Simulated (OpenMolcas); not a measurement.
# Mo3+ in Cs2NaYCl6: curves along the breathing mode

Mo3+ with its 6 nearest chloride ions, on the Y site of Cs2NaYCl6 (a = 10.7396 Å, distance in the model lattice 2.619 Å). The rest of the host is ab initio model potentials to 7.6 Å, with orthogonalisation functions on the cations behind the ligands, and point charges beyond; the distance is set by hand and nothing relaxes. Ligand basis ANO-RCC-VDZP.

| Item | Value |
| --- | --- |
| Program | OpenMolcas 26.06 |
| Method | SS-CASPT2, IPEA 0.25 Eh, imaginary shift 0.1 Eh (closed shells correlated: 4s 4p and the ligand valence shells) |
| Basis | ANO-RCC-VDZP [6s5p3d1f] |
| Scalar Hamiltonian | DKH2, point nucleus |
| Active space | 3 electrons in 5 orbitals (4d) |
| State averaging | 2S+1 = 4 even, 10 roots; 2S+1 = 2 even, 40 roots |
| Spin-orbit coupling | state interaction with AMFI integrals over the reference wave functions |

Spin-free energies (labels of O, the rotations of Oh) in cm-1 above the lowest fitted minimum, as all ligands move together:

```csv
R (Å),4A2,2E,2T1,2T2,4T2,4T1,2A1
2.344,1960,11590,11800,17700,27430,33020,34650
2.399,100,9970,10210,16090,23710,28850,30780
2.454,470,10530,10800,16660,21870,27270,29320
2.509,2720,12930,13260,18990,22430,27660,29900
2.564,6530,16880,17230,22860,24590,29810,32230
2.62,11800,22240,22640,28110,28390,33540,36150
```

Cubic fits give the following; the wavenumber is harmonic, with the mass of all moving ligands, small differences in it between states hang on the degree of the fit, a number in brackets counts states of one label, and the table is a selection of at most 14 states with clean curves.

```json
{"State": "4A2", "R0 (Å)": "2.417", "Breathing mode (cm-1)": "331", "Minimum (cm-1)": "0"}
{"State": "2E", "R0 (Å)": "2.412", "Breathing mode (cm-1)": "330", "Minimum (cm-1)": "9930"}
{"State": "2T1", "R0 (Å)": "2.411", "Breathing mode (cm-1)": "331", "Minimum (cm-1)": "10170"}
{"State": "2T2", "R0 (Å)": "2.412", "Breathing mode (cm-1)": "327", "Minimum (cm-1)": "16060"}
{"State": "4T2", "R0 (Å)": "2.470", "Breathing mode (cm-1)": "319", "Minimum (cm-1)": "21910"}
{"State": "4T1", "R0 (Å)": "2.469", "Breathing mode (cm-1)": "324", "Minimum (cm-1)": "27150"}
{"State": "2A1", "R0 (Å)": "2.465", "Breathing mode (cm-1)": "325", "Minimum (cm-1)": "29270"}
{"State": "2E(2)", "R0 (Å)": "2.463", "Breathing mode (cm-1)": "325", "Minimum (cm-1)": "32420"}
{"State": "2A2", "R0 (Å)": "2.459", "Breathing mode (cm-1)": "325", "Minimum (cm-1)": "39070"}
{"State": "4T1(2)", "R0 (Å)": "2.518", "Breathing mode (cm-1)": "316", "Minimum (cm-1)": "43890"}
{"State": "2E(3)", "R0 (Å)": "2.457", "Breathing mode (cm-1)": "324", "Minimum (cm-1)": "47040"}
{"State": "2E(4)", "R0 (Å)": "2.565", "Breathing mode (cm-1)": "305", "Minimum (cm-1)": "73290"}
```

The minimum of 4T2 is shifted by +0.0530 Å against 4A2 (from the unrounded fits). With M = 212.7 u for the moving shell, the Huang-Rhys factor in this mode is S = M ω ΔR² / 2ħ = 0.01483 × 212.7 × 331 × 0.0530² = 2.93. Only the first shell moves, against a rigid host.

Roots that are degenerate in the reference are averaged as groups; the widest CASPT2 spread within a group is 430 cm-1 (the 3-fold group of multiplicity 4 near 25500 cm-1 above the lowest state of its run, R = 2.344). Shifts and gaps below about the spread of the groups concerned are not significant. Over all roots computed the reference weight is 0.66 to 0.67 in R = 2.344, 0.66 to 0.67 in R = 2.399, 0.66 to 0.67 in R = 2.454, 0.66 to 0.67 in R = 2.509, 0.67 in R = 2.564, 0.67 in R = 2.62; a low but even weight reflects the number of correlated electrons. Ligand-to-metal charge-transfer states are missing. With no ligand orbital active B as a rule stays too high, so bands that hang on it stand too high and its fall with covalency is understated. With one d shell and no ligand orbital active, 10Dq can be off by a tenth or more. The least metal-like active orbital is 74 % on the metal (Löwdin) and no ligand orbital is active, so the numbers are rough (holds for R = 2.344). The least metal-like active orbital is 76 % on the metal (Löwdin) and no ligand orbital is active, so the numbers are rough (holds for R = 2.399). The least metal-like active orbital is 78 % on the metal (Löwdin) and no ligand orbital is active, so the numbers are rough (holds for R = 2.454). The least metal-like active orbital is 79 % on the metal (Löwdin) and no ligand orbital is active, so the numbers are rough (holds for R = 2.509). The least metal-like active orbital is 80 % on the metal (Löwdin) and no ligand orbital is active, so the numbers are rough (holds for R = 2.564). The least metal-like active orbital is 81 % on the metal (Löwdin) and no ligand orbital is active, so the numbers are rough (holds for R = 2.62). No measured value stands beside these numbers.
